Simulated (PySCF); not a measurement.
**Se²⁺: excitation energy**

Se²⁺ [Ar] 3d10 4s2 4p2 (3P) → Se²⁺ [Ar] 3d10 4s1 4p3 (5S), as a difference of total energies. Computed with PySCF 2.14 in def2-QZVPPD (12s8p5d4f1g, 98 functions), with the non-relativistic Hamiltonian (point nucleus). Correlated levels: valence: [Ar] 3d10 frozen. The calculations carry no spin-orbit coupling.

```tsv
method	excitation energy (eV)
UHF	5.712
MP2 (valence)	6.821
SCS-MP2 (valence)	7.308
CCSD (valence)	7.065
CCSD(T) (valence)	7.106
```

Task: How much does correlation contribute at CCSD(T) (valence)?

Result: 7.106 − (5.712) = 1.394 eV, measured against UHF.

A first-order spin-orbit estimate (lowest level to lowest level, LS coupling) adds 0.273 eV.
